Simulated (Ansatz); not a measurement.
Basis sets compared for Ag2S. Charge 0, multiplicity 1. Geometry PBE-D4/def2-TZVP. Ansatz on 4 threads of Arm Neoverse V2 on a shared host; times are rough, and most runs start from earlier orbitals.

```xyz
3

Ag    1.390    0.742    0.286
Ag   -1.556    0.285    0.244
S     0.167   -1.027   -0.530
```

In the def2 sets Ag takes a core potential; there is no spin–orbit coupling. The structure comes from a short search, and lower isomers may exist.

Binding counts from free atoms (Ag doublet, S triplet) in the same basis, without a counterpoise term.

| level | functions | energy (Eh) | HOMO (eV) | LUMO (eV) | binding per atom (eV) | wall time |
| --- | --- | --- | --- | --- | --- | --- |
| PBE-D4/def2-SVP | 80 | -691.8769 | -4.87 | -3.45 | 1.68 | 0.55 s |
| PBE-D4/def2-TZVP | 117 | -692.0911 | -4.90 | -3.48 | 1.69 | 0.7 s |
| r2SCAN-D4/def2-TZVP | 117 | -692.2991 | -4.97 | -3.24 | 1.65 | 2 s |
| PBE0-D4/def2-SVP | 80 | -691.8679 | -5.75 | -2.59 | 1.54 | 0.85 s |
| PBE0-D4/def2-TZVP | 117 | -692.0772 | -5.78 | -2.62 | 1.55 | 1.3 s |

(1) Estimate the rows for PBE-D4/def2-TZVPD, r2SCAN-D4/def2-TZVPD, PBE0-D4/def2-TZVPD.

Answers

(1) 
| level | functions | energy (Eh) | HOMO (eV) | LUMO (eV) | binding per atom (eV) | wall time |
| --- | --- | --- | --- | --- | --- | --- |
| PBE-D4/def2-TZVPD | 126 | -692.0919 | -4.93 | -3.51 | 1.69 | 0.8 s |
| r2SCAN-D4/def2-TZVPD | 126 | -692.2996 | -5.00 | -3.26 | 1.65 | 2.2 s |
| PBE0-D4/def2-TZVPD | 126 | -692.0778 | -5.80 | -2.64 | 1.55 | 1 s |
